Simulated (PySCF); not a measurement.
**How methods differ on the excitation energy of Sb**

Sb [Kr] 4d10 5s2 5p3 (4S) → Sb [Kr] 4d10 5s1 5p3 5d1 (6D), as a difference of total energies. Calculation: PySCF 2.14, in x2c-TZVPPall with one added diffuse shell each of s, p, d, f type (9s7p5d3f, 76 functions); scalar relativity by spin-free X2C-1e. Correlated levels: valence: [Kr] 4d10 frozen; valence and next inner shell: [Ar] 3d10 frozen. The calculations carry no spin-orbit coupling.

| method | excitation energy (eV) |
| --- | --- |
| UHF | 10.957 |
| LDA | 13.516 |
| PBE | 13.103 |
| PBE0 | 12.840 |
| r2SCAN | 12.705 |
| wB97X-V | 13.214 |
| TPSS | 12.967 |
| CAM-B3LYP | 13.441 |
| wB97X | 13.797 |
| MP2 (valence) | 12.005 |
| SCS-MP2 (valence) | 12.332 |
| MP2 (valence and next inner shell) | 12.933 |
| SCS-MP2 (valence and next inner shell) | 13.086 |

Q: How much does correlation contribute at MP2 (valence and next inner shell)?

A: 12.933 − (10.957) = 1.976 eV, measured against UHF.

A first-order spin-orbit estimate (lowest level to lowest level, LS coupling) adds -0.013 eV.

The upper state lies above the first ionisation limit, but in LS coupling its spin forbids autoionisation to the ground ion; at this Z spin-orbit coupling breaks that rule.

The promoted electron is Rydberg-like, and one or two diffuse shells describe it only roughly, which tends to raise the upper state.
